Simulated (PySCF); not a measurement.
Simulated outer-valence photoelectron spectrum of `[Se]=CC=C`. Theory: EOM-IP-CCSD/aug-cc-pVDZ in PySCF, restricted Hartree–Fock reference, frozen core, non-relativistic, gas phase, PBE0-D3(BJ)/def2-SVP geometry.

Each root has a Gaussian of 0.8 eV full width with its one-hole share as area; cross sections and vibrations are left out, and the highest printed point is 100.

ionisation energy (eV), intensity and a bar:
```
      7.2          0 
      7.4          2 #
      7.6          8 ##
      7.8         20 ######
      8.0         39 ############
      8.2         53 ################
      8.4         51 ###############
      8.6         36 ###########
      8.8         23 #######
      9.0         23 #######
      9.2         37 ###########
      9.4         52 ################
      9.6         53 ################
      9.8         39 ############
     10.0         20 ######
     10.2          7 ##
     10.4          2 #
     10.6          0 
     10.8          0 
     11.0          0 
     11.2          2 
     11.4          7 ##
     11.6         20 ######
     11.8         42 #############
     12.0         69 #####################
     12.2         87 ##########################
     12.4         88 ##########################
     12.6         74 ######################
     12.8         58 ##################
     13.0         53 ################
     13.2         57 #################
     13.4         55 ################
     13.6         40 ############
     13.8         21 ######
     14.0          8 ##
     14.2          2 #
     14.4          1 
     14.6          3 #
     14.8         10 ###
     15.0         29 #########
     15.2         61 ##################
     15.4         91 ###########################
     15.6        100 ##############################
     15.8         80 ########################
     16.0         46 ##############
     16.2         20 ######
     16.4          6 ##
     16.6          1 
     16.8          0 
     17.0          0 
     17.2          0 
     17.4          1 
     17.6          5 #
     17.8         14 ####
     18.0         28 ########
     18.2         40 ############
     18.4         40 ############
     18.6         29 #########
     18.8         14 ####
     19.0          5 ##
     19.2          1 
     19.4          0
```

Question: Where are the maxima, and how many lines lie under the curve?

Answer: 6 maxima, at 8.3, 9.5, 12.3, 13.3, 15.6 and 18.3 eV, from 8 lines. At this width some lines have no maximum of their own.

Question: List the lines with their holes.

Answer: 
```
E (eV)  leading hole (HF orbital)  area  Koopmans (eV)
  8.28                       HOMO  0.95           8.78
  9.52                     HOMO-1  0.96           9.21
 12.09                     HOMO-2  0.90          12.55
 12.50                     HOMO-3  0.95          13.49
 13.33                     HOMO-4  0.94          14.80
 15.46                     HOMO-5  0.92          17.46
 15.66                     HOMO-6  0.91          17.54
 18.30                     HOMO-7  0.73          20.96
```

The widest gap, 2.64 eV, lies between 15.66 and 18.30 eV. Only orbitals with −ε under 21 eV, eight at most, were ionised, so the high end of the curve may lack lines.

Shape of the structure used: `[CH2:1]=[CH:2][CH:3]=[Se:4]`: C1–C2–C3–Se4 180°.

One conformer stands for the species.
